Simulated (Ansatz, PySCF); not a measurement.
Here is a job for PySCF.
```python
from pyscf import gto, scf, cc

mol = gto.Mole()
mol.atom = '''
    C     2.220031   -0.077972    0.449428
    C     1.634818    0.097874   -0.761832
    C     0.228895    0.090827   -0.649381
    S    -1.091064    0.255870   -1.751773
    C    -2.220031    0.077972   -0.449428
    C    -1.634818   -0.097874    0.761832
    C    -0.228895   -0.090827    0.649381
    S     1.091064   -0.255870    1.751773
    H     3.267548   -0.116520    0.673855
    H     2.171509    0.225438   -1.683494
    H    -3.267548    0.116520   -0.673855
    H    -2.171509   -0.225438    1.683494
'''
mol.basis = 'sto-3g'
mol.charge = 0
mol.spin = 0
mol.verbose = 4
mol.build()

mf = scf.RHF(mol)
mf.kernel()

mycc = cc.CCSD(mf, frozen=16)
mycc.kernel()
et = mycc.ccsd_t()
print('E(CCSD(T)) = %.10f' % (mycc.e_tot + et))
```

### Question
Give the equivalent Ansatz (an electronic-structure program) input.

### Answer
This is not unique; one that fits is 
Ansatz 0.2 input:
```yaml
crystal:
  periodic: [false, false, false]
  atoms:
    - {symbol: C, position_ang: [2.22003131, -0.07797162, 0.44942758]}
    - {symbol: C, position_ang: [1.63481759, 0.09787413, -0.76183178]}
    - {symbol: C, position_ang: [0.22889463, 0.09082685, -0.64938130]}
    - {symbol: S, position_ang: [-1.09106418, 0.25587010, -1.75177317]}
    - {symbol: C, position_ang: [-2.22003131, 0.07797162, -0.44942758]}
    - {symbol: C, position_ang: [-1.63481759, -0.09787413, 0.76183178]}
    - {symbol: C, position_ang: [-0.22889463, -0.09082685, 0.64938130]}
    - {symbol: S, position_ang: [1.09106418, -0.25587010, 1.75177317]}
    - {symbol: H, position_ang: [3.26754805, -0.11651960, 0.67385468]}
    - {symbol: H, position_ang: [2.17150947, 0.22543816, -1.68349378]}
    - {symbol: H, position_ang: [-3.26754805, 0.11651960, -0.67385468]}
    - {symbol: H, position_ang: [-2.17150947, -0.22543816, 1.68349378]}
basis:
  gaussian:
    orbitals: STO-3G
magnetization: {spin_polarized: false}
correlation: {method: ccsd_t, electrons: outside_noble_gas}
accuracy: high
```

Both were run: PySCF gave -1013.591014 Eh and Ansatz -1013.591014 Eh, 0.000 mEh apart.
